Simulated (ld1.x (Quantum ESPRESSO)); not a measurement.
**Plane-wave convergence, TM potential for technetium (Tc)**

| Item | Value |
| --- | --- |
| Element | Tc |
| Generator | ld1.x (Quantum ESPRESSO) 7.5 |
| Type | norm-conserving Troullier–Martins (Kleinman–Bylander form) |
| Functional | BLYP |
| Relativity | scalar-relativistic |
| Frozen core | [Ar] 3d10 4s2 |
| Valence charge | 13 |
| Reference configuration | 4p6 4d5 5s2 5p0 |
| Partial waves | 5s (bound): rc 2.85 bohr; 4p (bound): rc 1.20 bohr; 4d (bound): rc 2.00 bohr |
| Local potential | the d channel |
| Core correction | a·sin(br)/r model core, default radius (core density twice the valence density) |

The pseudo-atom Hamiltonian at the reference potential is diagonalised in spherical Bessel functions j_l(qr) that vanish at 20 bohr, with q² up to the cutoff. All-electron valence levels (Ry): 5s -0.3643, 4p -3.3182, 5p -0.0983, 4d -0.4769.

Q: How do the lowest levels (Ry) of each channel move with the cutoff, and are there ghosts?

A:

```tsv
cutoff (Ry)	s #1	s #2	p #1	p #2	p #3	d #1	f #1	Σ f·Δε (mRy)
8	-3.0149	-0.3607	-2.4354	-0.0539	0.0541	-0.0118	0.1018	7629.8
15	-5.1631	-0.3639	-3.1784	-0.0888	0.0434	-0.2107	0.1017	2171.1
25	-5.7555	-0.3642	-3.2467	-0.0946	0.0420	-0.4164	0.1017	731.9
40	-5.8047	-0.3643	-3.2769	-0.0954	0.0418	-0.4755	0.1017	255.5
60	-5.8057	-0.3643	-3.3130	-0.0971	0.0415	-0.4768	0.1017	32.0
90	-5.8063	-0.3643	-3.3163	-0.0973	0.0414	-0.4769	0.1017	11.7
120	-5.8063	-0.3643	-3.3179	-0.0974	0.0414	-0.4769	0.1017	2.5
180	-5.8063	-0.3643	-3.3182	-0.0974	0.0414	-0.4769	0.1017	0.3
400	-5.8063	-0.3643	-3.3183	-0.0974	0.0414	-0.4769	0.1017	0.0
```

Result: ghost state, extra bound levels that the all-electron valence spectrum of the same l lacks: s at -79.0 eV (a true bound ghost makes a file unfit for plane-wave use); 10 mRy is reached at 100 Ry and 1 mRy at 140 Ry.
